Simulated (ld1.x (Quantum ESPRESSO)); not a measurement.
Transferability test, ultrasoft potential for chromium (Cr)

ld1.x (Quantum ESPRESSO) 7.5 input, shortened:

```
&input
   title='Cr', zed=24., rel=1, dft='PBE', iswitch=3,
   config='[Ar] 3d5 4s1 4p0'
 /
 &inputp
   pseudotype=3, tm=.true., lloc=-1, rcloc=1.30,
   nlcc=.true., rcore=1.05,
   which_augfun='PSQ', rmatch_augfun_nc=.true.
 /
6
3S  1  0   2.00   0.00  1.20  1.40  0.0
4S  2  0   1.00   0.00  1.20  1.40  0.0
3P  2  1   6.00   0.00  1.55  1.65  0.0
4P  3  1   0.00   0.00  1.55  1.65  0.0
3D  3  2   5.00   0.00  1.00  1.25  0.0
3D  3  2   0.00   4.55  1.00  1.25  0.0
 &test
   configts(1)='3s2 3p6 3d5 4s1 4p0'
 /
```

Energies are relative to the spin-unpolarised reference configuration 3s2 3p6 3d5 4s1 4p0; without spin polarisation the order of configurations can differ from experiment. The frozen-core shift is the all-electron ΔE with the core orbitals held at their reference shape minus the fully relaxed ΔE.

Its overlap operator is not positive definite in a basis up to 400 Ry (lowest eigenvalue p -16.97), so the file is unfit for use: the generalised eigenproblem breaks down once the basis is large enough, and its test numbers describe a broken file.

| valence configuration | charge | ΔE all-electron (eV) | error AE − PS (meV) | frozen-core shift (meV) |
| --- | --- | --- | --- | --- |
| 3s2 3p6 3d5 4s0 4p0 | +1 | 6.901 | -3.6 | +1.1 |
| 3s2 3p6 3d4 4s0 4p0 | +2 | 22.953 | -26 | -0.5 |
| 3s2 3p6 3d3 4s0 4p0 | +3 | 53.702 | -296 | -3.0 |
| 3s1 3p6 3d5 4s1 4p0 | +1 | 80.250 | -121 | +12 |
| 3s2 3p6 3d6 4s0 4p0 | 0 | 1.732 | -12 | +1.5 |
| 3s2 3p6 3d4 4s2 4p0 | 0 | -0.100 | -36 | -2.0 |
| 3s2 3p6 3d5.5 4s0.5 4p0 | 0 | 0.726 | -4.2 | +0.8 |

Levels in the configuration 3s2 3p6 3d4 4s2 4p0:

```json
{"level": "3s", "all-electron (eV)": "-77.964", "pseudo (eV)": "-78.115"}
{"level": "3p", "all-electron (eV)": "-49.269", "pseudo (eV)": "-49.417"}
{"level": "3d", "all-electron (eV)": "-5.995", "pseudo (eV)": "-6.081"}
{"level": "4s", "all-electron (eV)": "-4.912", "pseudo (eV)": "-4.903"}
```

A variational frozen-core shift is positive and of second order in the change. This column holds negative values, so the frozen-core run of ld1.x carries numerical noise or an error of first order here, and the column gives no more than the rough size of the effect.

The ghost test of this file was not conclusive.
